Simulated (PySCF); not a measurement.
Input file for PySCF: R-HF/3-21G on HF (SMILES F).

```python
from pyscf import gto, scf, dft, mp
from pyscf.data.elements import chemcore

mol = gto.M(
    atom='''
    F     0.39017373    0.00140340    0.46205031
    H    -0.15532494   -0.47250319    1.09499187
    ''',
    basis='3-21g',
    charge=0, spin=0, verbose=3, max_memory=1800)
mf = scf.RHF(mol)
mf.conv_tol = 1e-8
mf.max_cycle = 100
mf.kernel()
if not mf.converged:
    mf = mf.newton().run(mf.mo_coeff, mf.mo_occ)
```

Output:

```
converged SCF energy = -99.4596753586268
```

Self-consistency was reached.

Cost: very roughly 0.05 core-seconds.
